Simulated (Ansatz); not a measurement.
Cartesian coordinates in Å:
```
O -0.486 0.592 1.483
C -0.547 -0.144 0.318
Si 0.962 -0.243 -0.746
S -0.750 0.817 -1.300
H -1.362 0.936 1.686
H -1.259 -0.969 0.336
H 2.158 0.509 -0.314
H 1.285 -1.497 -1.462
```

Total charge 0; spin multiplicity 1.

Task: List the PBE/def2-TZVPP orbital energies in eV (the Gaussian-basis code of Ansatz). (Estimate.)

Result: The calculation gave: Occupied: -2395.51, -1780.16, -510.94, -271.17, -208.45, -154.59, -154.52, -154.37, -137.89, -94.66, -94.61, -94.58, -26.37, -19.35, -15.41, -13.17, -12.82, -10.65, -10.14, -8.91, -8.27, -6.79, -6.59, -5.93. Lowest empty: -1.27, -0.72, -0.08, 0.29, 0.70, 1.19, 1.96, 3.03.
